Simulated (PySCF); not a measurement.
Geometry (Å), atoms numbered from 1 in this order:
```xyz
17

C     3.2965   -0.0036    1.1220
N     2.4321   -0.3955    0.3128
Si    1.6043    0.2674   -1.0434
C    -0.2086    0.1453   -0.5021
C    -0.7077   -0.9577    0.1840
C    -2.0516   -0.9677    0.5020
F    -2.5778   -2.0199    1.1614
C    -2.8705    0.0907    0.1480
C    -2.2671    1.1401   -0.5285
N    -0.9863    1.1662   -0.8442
H     3.6267   -0.6734    1.9130
H     3.7679    0.9829    1.1058
H     1.8627    1.6380   -1.4821
H     1.8975   -0.7216   -2.0819
H    -0.0615   -1.7735    0.4630
H    -3.9200    0.0898    0.3923
H    -2.8435    2.0046   -0.8319
```

- geometry from GFN2-xTB
- PBE0/pcSseg-1 with gauge-including orbitals
- program: PySCF 2.14
- no solvent, relativity neglected, equivalent nuclei averaged, one conformer

Q: Predict the 2D correlation tables (HSQC, COSY, HMBC).

A: 

HSQC (one-bond C–H):
| δH | δC |
| --- | --- |
| 8.96 (H17) | 156.5 (C9) |
| 8.84 (H12) | 172.0 (C1) |
| 8.78 (H11) | 172.0 (C1) |
| 7.99 (H15) | 125.3 (C5) |
| 7.12 (H16) | 116.8 (C8) |

COSY cross peaks (H two or three bonds apart, from the bond graph; peaks can be absent where the dihedral angle is near 90°):
| δH | δH |
| --- | --- |
| 8.96 (H17) | 7.12 (H16) |
| 8.84 (H12) | 8.78 (H11) |

HMBC (two and three bonds, from the bond graph):
| δH | δC |
| --- | --- |
| 8.96 (H17) | 178.8 (C6), 173.1 (C4), 116.8 (C8) |
| 7.99 (H15) | 178.8 (C6), 173.1 (C4), 116.8 (C8) |
| 7.12 (H16) | 178.8 (C6), 156.5 (C9), 125.3 (C5) |
| 5.67 (H13/H14) | 173.1 (C4), 172.0 (C1), 125.3 (C5) |

Chemical shifts δ = σref − σ; 1H (31.72 ppm) and 13C (186.93 ppm) against TMS, all at this level.

Shifts are as computed. Against solution values, carbons near 30 ppm lie about +3 ppm off and those near 130 ppm about +5 ppm. Of 1309 compounds with measured shifts, 239 miss one by over three times the rms of a fit or turn the order of signals round; such compounds aren't used in these exercises.
